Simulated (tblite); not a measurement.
Compound: C₉H₁₄N (charge +1).
Structure used (GFN2-xTB), in Å, numbered top down from 1:
```
atom  x, y, z in Å
C1    -3.0467   -0.4032   -0.3395
C2    -1.6561    0.2029   -0.2621
C3    -1.5726    1.3315    0.7486
N4    -0.6844   -0.8879    0.1318
C5     0.7334   -0.5183    0.0051
C6     1.4563   -0.1765    1.1354
C7     2.7883    0.1816    1.0004
C8     3.3802    0.1982   -0.2520
C9     2.6466   -0.1463   -1.3763
C10    1.3157   -0.5087   -1.2521
H11   -3.3644   -0.7834    0.6290
H12   -3.7587    0.3582   -0.6438
H13   -3.0941   -1.2075   -1.0705
H14   -1.3408    0.5588   -1.2474
H15   -1.8905    0.9987    1.7344
H16   -2.2308    2.1388    0.4424
H17   -0.5642    1.7322    0.8120
H18   -0.8759   -1.7089   -0.4556
H19   -0.8779   -1.1434    1.1088
H20    0.9951   -0.1932    2.1118
H21    3.3596    0.4444    1.8760
H22    4.4171    0.4760   -0.3524
H23    3.1083   -0.1378   -2.3507
H24    0.7448   -0.7866   -2.1255
```

Computed geometry: GFN2-xTB, gas phase.

Masses are those of the commonest isotopes; rigid-rotor values at the optimised geometry. The values belong to one conformer with, in the numbering `[CH3:1][CH:2]([CH3:3])[NH2+:4][c:5]1[cH:6][cH:7][cH:8][cH:9][cH:10]1`, C1–C2–N4–C5 169°, C2–N4–C5–C6 102°.

(1) What are A, B and C (cm⁻¹)?

(2) What kind of rotor is it?

(3) Is it planar, by Δ = Ic − Ia − Ib?

(4) Give the other two planar moments, Paa and Pbb, and the rms extents of the mass along the axes.

Results:

(1) Ia = 163.64, Ib = 661.02, Ic = 730.67 u·Å²; 505379 MHz·u·Å²/I gives 3088, 764.5 and 691.7 MHz, that is A = 0.10302, B = 0.02550, C = 0.02307 cm⁻¹.

(2) A near-prolate asymmetric top; Ray's κ = -0.939.

(3) Not planar: Δ = Ic − Ia − Ib = -94.00 u·Å². For a rigid frame Δ = −2 Σ m c², so Σ m c² = 47.00 u·Å² lies off the ab plane: 14.09 from hydrogen and 32.90 from heavier atoms. The atom farthest from that plane is 1.84 Å away.

(4) Paa = Σ m a² = (Ib + Ic − Ia)/2 = 614.02 and Pbb = Σ m b² = (Ia + Ic − Ib)/2 = 116.64 u·Å². With the mass M = 136.11 u, the rms extents √(P/M) along a, b and c are 2.12, 0.93, 0.59 Å.

Its GFN2-xTB frequencies are all real (lowest 44 cm⁻¹). Zero-point vibration and centrifugal distortion are left out.
